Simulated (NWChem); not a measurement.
A series in which one site is exchanged, each optimised at PBE0/def2-SVP with NWChem, gas phase unless a solvent is named. Some are not confirmed as minima by frequencies. def2 effective core potentials on In, I; no spin-orbit coupling.

A: [InH3] (InH$_{3}$; site = H)
B: [Cl][InH2] (InH₂Cl; site = Cl)
C: [InH2][F] (InH$_{2}$F; site = F)
D: [I][InH2] (InH2I; site = I)

Task: Rank them by static polarisability, B3LYP/def2-SVPD (bohr³), lowest first.

Result: C (36.8), A (42.0), B (53.1), D (78.0)
